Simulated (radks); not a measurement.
The numbers below are computed, except where a source is named.
Excited configurations of neutral nitrogen: one electron is placed in a higher orbital outside [He] 2s2 2p2. The ground configuration is [He] 2s2 2p3. Code: a radial shooting solver on a logarithmic mesh with Libxc functionals. Model: non-relativistic Kohn-Sham, PBE, spin-polarised, spherical densities, point nucleus; open shells are filled with parallel spins first. Excitation = E - E(ground); binding = E(ion) - E, where the ion is the core of charge +1; n* = 1/sqrt(2 binding) in atomic units, and the quantum defect is n - n*.

3s: excitation (eV) 10.625; binding (eV) 4.285; n* 1.782; quantum defect 1.218; <r> (bohr) 5.081
3p: excitation (eV) 11.967; binding (eV) 2.943; n* 2.150; quantum defect 0.850; <r> (bohr) 6.447
3d: excitation (eV) 13.224; binding (eV) 1.686; n* 2.841; quantum defect 0.159; <r> (bohr) 9.605
4d: excitation (eV) 13.840; binding (eV) 1.070; n* 3.566; quantum defect 0.434; <r> (bohr) 18.14
4f: excitation (eV) 13.947; binding (eV) 0.963; n* 3.758; quantum defect 0.242; <r> (bohr) 16.80

The Delta-SCF ionisation energy is 14.910 eV (NIST Atomic Spectra Database: 14.534 eV, measured). Self-interaction in the functional shifts the binding energies and quantum defects, so they are the method's values and not measured ones. Open shells are spherical and high-spin; term and fine-structure splittings are not resolved.
